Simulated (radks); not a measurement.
Results of a calculation; reference values are marked as such.
Eu I, 63 electrons, occupied as [Xe] 4f5 6s2 6p2 (not the ground configuration). Level of theory: Dirac Kohn-Sham, LDA (Slater exchange, Perdew-Wang correlation), spin-unpolarised, spherical densities, point nucleus; open shells fill j = l - 1/2 first (a radial shooting solver on a logarithmic mesh with Libxc functionals). Some entries of the table are withheld. Estimate them.

| orbital | occ. | eigenvalue (eV) | <1/r> (bohr^-1) |
|---|---|---|---|
| 1s1/2 | 2 | -48295.34 | 70.19 |
| 2s1/2 | 2 | -7945.784 | 16.71 |
| 2p1/2 | 2 | -7541.658 | 16.69 |
| 2p3/2 | 4 | -6894.504 | 14.82 |
| 3s1/2 | 2 | -1766.229 | 6.079 |
| 3p1/2 | 2 | -1591.409 | 5.997 |
| 3p3/2 | 4 | -1459.600 | 5.522 |
| 3d3/2 | 4 | (1) | 5.400 |
| 3d5/2 | 6 | (2) | 5.282 |
| 4s1/2 | 2 | -367.4758 | 2.549 |
| 4p1/2 | 2 | -299.8596 | 2.445 |
| 4p3/2 | 4 | -270.3094 | 2.284 |
| 4d3/2 | 4 | -158.6519 | 2.070 |
| 4d5/2 | 6 | -153.2981 | 2.031 |
| 5s1/2 | 2 | (3) | (4) |
| 5p1/2 | 2 | -38.7865 | (5) |
| 5p3/2 | 4 | -34.2167 | (6) |
| 4f5/2 | 5 | -22.0136 | (7) |
| 4f7/2 | 0 | -21.2808 | (8) |
| 6s1/2 | 2 | -6.9169 | 0.3685 |
| 6p1/2 | 2 | -3.2754 | 0.2925 |
| 6p3/2 | 0 | -2.8287 | 0.2743 |

Answer. 
(1) 3d3/2 eigenvalue (eV): -1156.038
(2) 3d5/2 eigenvalue (eV): -1127.345
(3) 5s1/2 eigenvalue (eV): -58.2679
(4) 5s1/2 <1/r> (bohr^-1): 1.011
(5) 5p1/2 <1/r> (bohr^-1): 0.9049
(6) 5p3/2 <1/r> (bohr^-1): 0.8483
(7) 4f5/2 <1/r> (bohr^-1): 1.547
(8) 4f7/2 <1/r> (bohr^-1): 1.532
